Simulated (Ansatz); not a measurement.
Z-matrix (Å, degrees):
```
Si
C 1 1.884
Si 1 2.717 2 43.5
B 1 1.949 2 114.1 3 49.2
S 1 2.280 2 93.9 3 -6.7
H 1 1.486 2 115.3 3 -122.1
H 2 1.091 1 114.3 3 114.2
H 2 1.090 1 113.0 3 -119.2
H 3 1.482 1 122.0 2 94.9
H 3 1.483 1 127.4 2 -85.6
H 4 1.198 1 118.3 2 25.2
H 4 1.196 1 117.1 2 -175.9
```

Total charge 0; spin multiplicity 1. The bonds changed during the relaxation, so this is another structure than the one it started from.

List the ωB97M-V/def2-TZVPP orbital energies in eV (Ansatz 0.2.0). (Estimate.)

The calculation gave: Occupied: -2426.99, -1807.87, -1807.42, -281.47, -220.98, -187.09, -164.03, -164.00, -163.96, -148.88, -148.48, -103.03, -102.97, -102.97, -102.69, -102.55, -102.50, -24.22, -22.30, -17.98, -16.75, -15.85, -14.78, -13.92, -12.72, -12.45, -11.75, -11.09, -10.88, -10.24, -9.08. Lowest empty: 0.62, 1.57, 1.95, 2.44, 2.67, 3.00, 3.16, 3.37.
